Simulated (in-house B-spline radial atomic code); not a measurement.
Mo is squeezed into an impenetrable sphere of radius R (the orbitals vanish at R). Computed with an all-electron radial atomic-structure program (B-spline basis): non-relativistic r2SCAN, spin-polarised, spherical fractional occupations, point nucleus.

Energies in eV above the free atom in [Kr] 4d5 5s1:

| R (bohr) | highest level (eV) | [Kr] 4d5 5s1 | [Ar] 3d9 4s2 4p6 4d5 4f1 5s1 | [Kr] 4d5 4f1 |
| --- | --- | --- | --- | --- |
| 7.95 | -4.31 | 0.1249 | 244.3 | 11.49 |
| 5.66 | -2.6 | 1.665 | 250.8 | 18.01 |
| 4.96 | -0.704 | 3.81 | 255.3 | 22.27 |
| 4.28 | 3.17 | 8.873 | 263.3 | 29.24 |
| 3.57 | 12.5 | 23.13 | 281.4 | 43.8 |
| 3.28 | 19.8 | 35.45 | 295.6 | 54.72 |
| 2.76 | 44 | 82.7 | 346.5 | 93.47 |
| 2.38 | 80.6 | 167.8 | 434.6 | 161.4 |
| 1.73 | 254 | 707.5 | 985.4 | 602.2 |
| 1.33 | 586 | 2074 | 2381 | 1755 |

(1) Does [Ar] 3d9 4s2 4p6 4d5 4f1 5s1 fall below [Kr] 4d5 5s1 under compression?

(2) Does [Kr] 4d5 4f1 fall below [Kr] 4d5 5s1 under compression?

The highest level is first positive in the row R = 4.28 bohr, pushed up by confinement above the zero of the free ion's potential. Each configuration is held fixed and needn't be the lowest in the sphere.

Answers

(1) No, it stays above over the whole range.

(2) Yes, between R = 2.76 and 2.38 bohr the order changes (near 2.52 bohr by linear interpolation).
